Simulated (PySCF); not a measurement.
Gas-phase reaction: 6 SnH₂Cl₂ ⇌ 4 SnH₃Cl + 2 SnCl₃ + Cl₂

Method: PySCF energies (xtb for GFN2) plus ideal-gas RRHO corrections (1 bar). † marks an energy on the PBE0/def2-TZVP geometry and frequencies; other levels use their own. MP2 freezes the core. Open shells (unrestricted): SnCl₃ (multiplicity 2); the rest are closed-shell singlets. GFN2 has no spin-polarisation term. B3LYP is the form with VWN-RPA correlation. Sn: scalar-relativistic def2 core potential, no spin-orbit coupling. SnH₂Cl₂, SnH₃Cl, SnCl₃: computed as isolated molecules; such fragments, hydroxides, amides, oligomers or adducts are transient or little studied in the gas. MP2 isn't extrapolated to the basis-set limit; its ΔH°(298 K) is 530.6 kJ in def2-SVP and 525.2 kJ in def2-TZVPP. The harmonic model lacks anharmonicity and excited electronic states, which grow with temperature; levels with a mode under 35 cm⁻¹ are left out. Soft modes under 120 cm⁻¹ make the harmonic entropy rough for SnH₂Cl₂, SnCl₃.

| level | ΔE electronic, kJ | ΔH°(298 K), kJ | ΔS°(298 K), J/K | ΔG°(2000 K), kJ |
|---|---|---|---|---|
| B3LYP/def2-TZVP† | 442 | 437 | 142 | 175 |
| GFN2-xTB | 153 | 166 | 138 | -68 |
| HF/def2-TZVP† | 484 | 478 | 142 | 217 |
| MP2/def2-TZVPP† | 531 | 525 | 142 | 264 |
| PBE/def2-SVP | 443 | 437 | 145 | 168 |
| ωB97X-V/def2-TZVP† | 514 | 509 | 142 | 247 |
ΔH° is lowest at GFN2-xTB and highest at MP2/def2-TZVPP†. No reference value is set beside these.
